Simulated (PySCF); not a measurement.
## Multinuclear NMR of C9H10O

Bonds (- single, = double, # triple, : aromatic): C1=C2, C2-C3, C3:C4, C4:C5, C5-C6, C5:C7, C7:C8, C8:C9, C9-O10, C9:C3. C1 carries H11, H12; C2 carries H13; C4 carries H14; C6 carries H15, H16, H17; C7 carries H18; C8 carries H19; O10 carries H20. H11 is cis to C3; H12 is trans to C3.

[PySCF 2.14: shieldings: GIAO PBE0/pcSseg-1; GFN2-xTB geometry; no solvent model; one averaged value for each set of equivalent atoms; one conformer; non-relativistic Hamiltonian]

Question: What are the ¹⁷O shifts?

Answer: 
| atoms | environment | σ (ppm) | δ (ppm) |
| --- | --- | --- | --- |
| O10 | phenol-type oxygen | 220.8 | 65.5 |

Shieldings were converted by a linear fit to measured shifts: ¹⁷O: δ = 266.70 − 0.911σ (rms 10.7 ppm, 155 shifts, 12.2 ppm with the 3 outliers that the fit left out vs liquid water, solution or neat liquid). A few per cent of atoms miss by over 2 rms, more outside the fitted compound classes.

On a 400 MHz spectrometer ¹⁷O resonates near 54.2 MHz, so 1 ppm is 54.2 Hz.
